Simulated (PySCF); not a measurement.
Values are calculated unless marked as measured or tabulated.
Si2H4ClO

The system: Si2H4ClO, a small molecule (built as: Si site whose three back bonds go to SiH3, Cl, H; end group O); neutral, doublet. The structure, one conformer, was relaxed in the gas phase by PBE0-D3(BJ)/def2-SVP. No frequency run checks that it is a minimum.

SMILES: [O][SiH]([SiH3])Cl

```xyz
8

Si    1.132   -0.005    0.484
Si   -1.091    0.114   -0.401
Cl    2.310   -1.202   -0.709
O     0.382   -0.659    1.744
H     1.831    1.298    0.634
H    -1.610   -1.275   -0.502
H    -1.922    0.971    0.486
H    -0.985    0.729   -1.764
```
Atoms count from 1 in this order.

EPR values by unrestricted B3LYP, IGLO-III on Cl O Si, pcH-1 on H.

(1) Predict g and the largest hyperfine couplings. Where does the spin sit?

(2) How do the isotropic couplings move with BHandHLYP?

## Answers

(1) g = 2.0030, 2.0106, 2.0125. The spin sits on O4 (59 %, bonded to 1 Si) by Mulliken populations.
```json
{"atom": "O4", "isotope": "17O", "isotropic (MHz)": "-30.1", "dipolar, principal values (MHz)": "-177.7, 87.6, 90.2"}
{"atom": "Si2", "isotope": "29Si", "isotropic (MHz)": "-142.1", "dipolar, principal values (MHz)": "-56.2, 25.8, 30.4"}
{"atom": "H8", "isotope": "1H", "isotropic (MHz)": "114.0", "dipolar, principal values (MHz)": "-4.2, 0.5, 3.7"}
{"atom": "H5", "isotope": "1H", "isotropic (MHz)": "98.5", "dipolar, principal values (MHz)": "-2.8, -2.1, 4.9"}
{"atom": "Si1", "isotope": "29Si", "isotropic (MHz)": "23.1", "dipolar, principal values (MHz)": "-20.4, 9.5, 10.9"}
{"atom": "Cl3", "isotope": "35Cl", "isotropic (MHz)": "3.1", "dipolar, principal values (MHz)": "-7.2, -6.0, 13.2"}
```

(2) O4 -30.1 to -51.9 MHz, Si2 -142.1 to -134.6 MHz, H8 114.0 to 100.3 MHz, H5 98.5 to 81.5 MHz.

The 2 runs behind this took 120 s in all, one thread each of Arm Neoverse N1 on a shared host, launched as `OMP_NUM_THREADS=1 python cluster_run.py task.json out`.
